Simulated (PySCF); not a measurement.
# C4H12BN: full NMR table

* Formula: C4H12BN
* SMILES: [NH3+][BH2-]C1CCC1
* InChI: InChI=1S/C4H12BN/c6-5-4-2-1-3-4/h4H,1-3,5H2,6H3
* Point group of the computed structure: C1
* Carbon signals: 3
* Proton signals: 7

Atoms are numbered as in `[NH3+:1][BH2-:2][CH:3]1[CH2:4][CH2:5][CH2:6]1`. Hydrogens are named by the atom that carries them. Ha(C4), Ha(C5), Ha(C6) are cis to B2 on the ring; Hb(C4), Hb(C5), Hb(C6) are trans to B2 on the ring.

[PySCF: J couplings at B3LYP/pcJ-1 (spin–dipole term only in couplings to heteroatoms); NMR shieldings at B97-2/pcSseg-1/GIAO; structure optimised with PBE0-D3(BJ)/def2-SVP; one conformer; no solvent model; relativity neglected; fast rotation and ring inversion assumed for equivalent nuclei]

Chemical shifts δ = σref − σ; 1H and 13C vs TMS; BF3·OEt2 for 11B; NH3 for 15N, all at this level.

| carbon | δC, type | δH (multiplicity, J in Hz) | HMBC from (abs. J ≥ 3 Hz) | span of the C tensor (ppm) |
| --- | --- | --- | --- | --- |
| C3 | 26.4, CH | 1.11 (m) | Hb(C4)/Hb(C6), Hb(C5) | 24 |
| C4/C6 | 27.1, CH2 | Hb(C4) 2.12 (qdd, 10.9, 9.6, 1.1); Ha(C4) 1.34 (m) | Ha(C5), H(B2), Ha(C4)/Ha(C6) | 30 |
| C5 | 23.2, CH2 | Ha(C5) 2.27 (m); Hb(C5) 1.73 (m) | Hb(C4)/Hb(C6), Ha(C4)/Ha(C6), H(C3) | 34 |

Other nuclei:
```tsv
atoms	nucleus	environment	δ (ppm)	σ (ppm)
H(N1)	1H	hydrogen on a donor nitrogen of a Lewis adduct	2.53	28.85
H(B2)	1H	hydrogen on a boron bonded to C, N	2.24	29.14
B2	11B	boron bonded to C, N, 2 H	-15.4	117.2
N1	15N	donor nitrogen of a Lewis adduct	42.5	220.4
```

Selected couplings (Hz, signed; the shortest-range and largest first, 30 at most; isotopes 13C, 1H, 11B, 15N): 1J(C5,Hb(C5)) 140.7, 1J(C5,Ha(C5)) 139.0, 1J(C4,Ha(C4)) 138.7, 1J(C4,Hb(C4)) 135.9, 1J(C3,H(C3)) 127.2, 1J(B2,H(B2)) 108.0, 1J(B2,C3) 51.6, 1J(C4,C5) 29.6, 1J(C3,C4) 27.0, 1J(N1,B2) -2.1, 2J(Ha(C5),Hb(C5)) -12.0, 2J(Hb(C4),Ha(C4)) -11.0, 2J(C3,C5) -7.5, 2J(B2,H(C3)) -4.6, 2J(N1,H(B2)) -4.0, 3J(Hb(C4),Ha(C5)) 11.3, 3J(H(C3),Hb(C4)) 10.3, 3J(Ha(C4),Ha(C5)) 9.8, 3J(Hb(C4),Hb(C5)) 9.6, 3J(H(B2),H(C3)) 6.4, 3J(B2,Hb(C4)) 6.2, 3J(B2,Ha(C4)) 5.6, 3J(H(C3),Ha(C4)) 2.5, 3J(N1,C4) -2.2, 3J(Ha(C4),Hb(C5)) 1.8, 3J(N1,H(C3)) -1.6, 4J(H(C3),Hb(C5)) 3.3, 4J(H(C3),Ha(C5)) -1.4, 4J(Hb(C4),Ha(C6)) -1.1.

δC 27.1, 23.2: sp3 CH2 in a ring; aliphatic region, no heteroatom directly attached. δC 26.4: sp3 CH bonded to B. δH 2.53: hydrogen on a donor nitrogen of a Lewis adduct; exchangeable; this is the value without hydrogen bonding to other molecules. δH 2.27, 2.12, 1.73, 1.34: hydrogen on an sp3 CH2 in a ring. δH 2.24: hydrogen on a boron bonded to C, N.

OH/NH shifts are gas-phase values; hydrogen bonding in solution moves them, usually downfield. Hydrogens on boron are broadened and split by 11B (spin 3/2, 80 %) and 10B (spin 3). A carbon bonded to boron is broadened by the quadrupolar boron nucleus and is often missing from a measured spectrum. Splittings below 1 Hz are ignored in the labels, and close J values are merged. Couplings among chemically equivalent protons are left out too, so labels in AA′BB′ or AA′XX′ sets are apparent multiplicities. Unscaled 3J(H,H) at this level run about 10 % above measured values. Shifts are as computed. Against solution values, carbons near 30 ppm lie about +1 ppm off and those near 130 ppm about +2 ppm. Of 1211 compounds with measured shifts, 218 miss one by over three times the rms of a fit or turn the order of signals round; such compounds aren't used in these exercises. Couplings to exchangeable protons are dropped. Experimental scales use liquid or dissolved standards, which lie at an offset from isolated NH3 (liquid NH3: subtract about 20 ppm). Vicinal H,H couplings across rotating CH2–CH2 and CH–CH2 bonds are estimated from the computed gauche and anti values for equal rotamer populations, (2 J gauche + J anti)/3. 3J across rotatable bonds or in flexible rings reflects this conformer alone.
